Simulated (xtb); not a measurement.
C3H6O2Si, SMILES O[SiH2][C@@H]1C=CO1. All values are semi-empirical tight-binding results from xtb (GFN2-xTB unless named), good for trends rather than for accurate numbers. Geometry optimised at GFN2-xTB. The structure was generated by enumeration; whether it is a known compound was not checked. One conformer was computed; it need not be the lowest.

Computed properties:
```yaml
orbital_gap: 4.94 eV
dipole_moment: 0.25 D
zero_point_energy: 51.2 kcal/mol
G − E(el) at 298.15 K (modified RRHO): 31.5 kcal/mol
static polarisability (D4 model): 70.5 bohr³
solvation energy, GFN2-xTB/ALPB(water): -4.0 kcal/mol
solvation energy, GFN2-xTB/ALPB(dmf): -7.9 kcal/mol
```
